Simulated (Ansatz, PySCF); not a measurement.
In(H)2(NMe2) (C₂H₈InN), SMILES C[N](C)[InH2].

Geometry: B3LYP-D3(BJ)/def2-SVP. The structure was generated by enumeration; whether it is a known compound was not checked. The def2 effective core potentials stand for the cores of In; spin–orbit coupling is left out.

Vertical ionisation energy (IE) and electron affinity (EA) in eV. Rows of orbital energies are one-electron estimates. Where ΔSCF, EOM or ADC give a negative EA the extra electron is unbound and the value depends on the basis.

| level | IE | EA |
|---|---|---|
| −ε(HOMO), −ε(LUMO), ωB97X/def2-TZVP (PySCF) | 8.20 | -0.41 |
| −ε(HOMO), −ε(LUMO), PBE/def2-TZVP (PySCF) | 4.78 | 1.91 |
| ΔSCF, PBE0/def2-SVPD (Ansatz), final states of multiplicity 2 and 2 | … | … |
| ΔSCF, PBE/def2-SVPD (Ansatz), final states of multiplicity 2 and 2 | 7.72 | -0.23 |

Question: Some entries are withheld; supply them. (The exact figures need the calculation; the answer reports its results.)

Answer: 
- ΔSCF, PBE0/def2-SVPD (Ansatz, a first-principles code), final states of multiplicity 2 and 2, IE: 7.65
- ΔSCF, PBE0/def2-SVPD (Ansatz), final states of multiplicity 2 and 2, EA: -0.22

Question: What vertical singlet–triplet gap does ΔSCF give with PBE0/def2-SVPD (Ansatz) and with PBE/def2-SVPD (Ansatz)? (Estimate from the structure and the level; the computed values follow.)

Answer: 3.16 and 3.24 eV (triplet above singlet where positive).
